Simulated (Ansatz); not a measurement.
The same path of a periodic cell of 17 atoms, Ba16H (host Ba, host structure bcc, interstitial H) was run twice with different band settings. Lost on the way: Ba3–H17. Made: Ba12–H17.

These are results of DFT PBE, scalar-relativistic, plane waves, PAW (Ansatz 0.2.0), not measurements. Settings: cutoff 420 eV, k mesh 2x2x2, gaussian smearing 0.1 eV, no spin polarisation.

Relaxed end points:

```xyz
17
Lattice="10.0400 0.0000 0.0000 0.0000 10.0400 0.0000 0.0000 0.0000 10.0400" Properties=species:S:1:pos:R:3
Ba 0.068 0.007 0.038
Ba 4.951 0.007 0.038
Ba 0.193 5.027 -0.008
Ba -0.060 0.007 4.952
Ba 2.509 2.714 2.512
Ba 4.826 5.027 -0.008
Ba 5.079 0.007 4.952
Ba 7.529 2.585 2.470
Ba -0.073 5.027 5.133
Ba 2.509 7.341 2.513
Ba 2.509 2.445 7.415
Ba 5.091 5.027 5.133
Ba 7.529 7.468 2.470
Ba 7.529 2.456 7.595
Ba 2.509 7.608 7.414
Ba 7.529 7.597 7.595
H 2.509 5.027 1.250
```

```xyz
17
Lattice="10.0400 0.0000 0.0000 0.0000 10.0400 0.0000 0.0000 0.0000 10.0400" Properties=species:S:1:pos:R:3
Ba 0.077 0.005 -0.068
Ba 4.974 0.005 0.077
Ba -0.124 5.025 -0.080
Ba 0.077 0.005 5.086
Ba 2.499 2.724 2.509
Ba 5.032 5.025 0.207
Ba 4.974 0.005 4.940
Ba 7.654 2.436 2.509
Ba -0.124 5.025 5.097
Ba 2.499 7.327 2.509
Ba 2.556 2.594 7.529
Ba 5.032 5.025 4.811
Ba 7.654 7.614 2.509
Ba 7.454 2.448 7.529
Ba 2.556 7.456 7.529
Ba 7.454 7.602 7.529
H 3.766 5.026 2.509
```

Common settings: movable images 3; climbing image yes; force threshold 0.05 eV/Å; end points relaxed.

| run | spring | optimiser | start path | iteration limit |
| --- | --- | --- | --- | --- |
| 1 | 5.0 eV/Å² | lbfgs | IDPP | 80 |
| 2 | 50.0 eV/Å² | fire | default | 50 |

Q: What does each run give, and how far can it be trusted?

A: Run 1: converged after 11 iterations, highest image 0.131 eV above the first end. By the program's own check the climbing image is a first-order saddle point (lowest curvatures found: -0.67 and 0.30 eV/Å²).
Run 2: converged after 21 iterations, highest image 0.131 eV above the first end. The order of the stationary point at the top wasn't checked.
Limits of this set-up: coarse k mesh, odd electron count without spin.
